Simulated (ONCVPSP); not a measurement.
# Before and after: ONCV potential for rhenium (Re)

```
Element                 : Re (Z = 75)
Generator               : ONCVPSP 4.0.1
Type                    : optimised norm-conserving Vanderbilt (ONCV)
Functional              : PBE
Relativity              : scalar-relativistic
Frozen core             : [Xe] 4f14
Valence charge          : 7
Reference configuration : 5d5.5 6s1.5
Partial waves           : 6s: rc 2.80 bohr, ncon 4, nbas 9, qcut 2.4 1/bohr, 1 projector; p scattering state at 0.37 Ha: rc 2.60 bohr, ncon 4, nbas 8, qcut 3.8 1/bohr, 2 projectors, debl 1.9 Ha; 5d: rc 2.30 bohr, ncon 5, nbas 10, qcut 6.7 1/bohr, 2 projectors, debl 1.4 Ha
Local potential         : polynomial inside 1.95 bohr (lpopt 5, dvloc0 2 Ha)
Core correction         : Teter function, fcfact 5.5, rcfact 1.3
```

In the p channel the program set the typed energies aside and used 0.050, 1.950 Ha.

Change: core correction Teter function, fcfact 5.5, rcfact 1.68.

Cutoffs: the cutoffs (Ha) at which the residual kinetic energy of the hardest occupied pseudo-wave falls to 1 and 0.1 mHa per electron; they do not see the model core or the augmentation charge, which bear on the density cutoff. Errors are all-electron minus pseudo energies relative to the spin-unpolarised reference configuration.

**Question.** What does the change do?

**Answer.** The potential gets neither clearly harder nor softer (15 Ha and 25 Ha → 15 Ha and 25 Ha); both files keep a bound ghost (p); of the 4 tests that both files solve, the error grows in 4 and shrinks in 0 by more than 15 % and 0.3 meV (median size 10.1 → 32.2 meV). A model core, the more so a compact one, raises the density cutoff, which this test does not measure.

```tsv
quantity	base	changed
cutoff, loose	15 Ha	15 Ha
cutoff, tight	25 Ha	25 Ha
bound ghosts	p	p
GHOST(+) flags under 300 eV	s at 0.6 eV	s at 0.6 eV
error for 5d5 6s2, meV [ΔE -0.38 eV]	+1.2	-1.9
error for 5d5 6s1, meV [ΔE 8.87 eV]	+14	-55
error for 5d5 6s0, meV [ΔE 25.19 eV]	-44	-438
error for 5d6 6s1, meV [ΔE 0.56 eV]	-6.4	-9.2
s: phases at 2.84 bohr within 0.05 rad from the reference energy up to (Ha; the scan ends near 5)	-0.0	-0.0
p: phases at 2.65 bohr within 0.05 rad from the reference energy up to (Ha; the scan ends near 5)	3.4	3.4
d: phases at 2.33 bohr within 0.05 rad from the reference energy up to (Ha; the scan ends near 5)	to the end of the scan	to the end of the scan
rms error of d²Exc/dni dnj with the model core, mHa	1.29	4.10
```

 A true bound ghost makes a file unfit for plane-wave use even where its test errors are small: the radial tests pick states by their node count and pass the ghost by.
